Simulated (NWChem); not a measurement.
System: C₂HBrClF; SMILES F/C=C(\Cl)Br

```xyz
6

F     -1.2110    -2.4281     0.0000
C     -1.2039    -1.1087     0.0000
C     -0.0667    -0.4060     0.0000
Cl     1.4683    -1.1619     0.0000
Br    -0.1147     1.4683     0.0000
H     -2.1920    -0.6430     0.0000
```
Atoms are numbered in this order, from 1.

All runs use the structure optimised with PBE0/def2-SVP. B3LYP is NWChem's, with the RPA form of VWN correlation.

Spin-orbit effects, on the heavy nuclei and on their neighbours, are missing.

Question: Give the principal values of the shielding tensors (ppm) of F1, C2, C3, Cl4, Br5 from B3LYP/6-311G** (spherical d), GIAO (NWChem), with their diamagnetic and paramagnetic parts as GIAO splits them.

Answer: 
```tsv
atom	σ11	σ22	σ33	isotropic	diamagnetic	paramagnetic
F1	198.9	243.6	388.6	277.0	471.5	-194.5
C2	-66.4	71.8	79.4	28.3	251.0	-222.8
C3	-13.2	78.5	93.4	52.9	259.7	-206.8
Cl4	506.9	616.4	909.0	677.4	1145.8	-468.4
Br5	1317.7	1540.4	2914.1	1924.1	3119.8	-1195.7
```
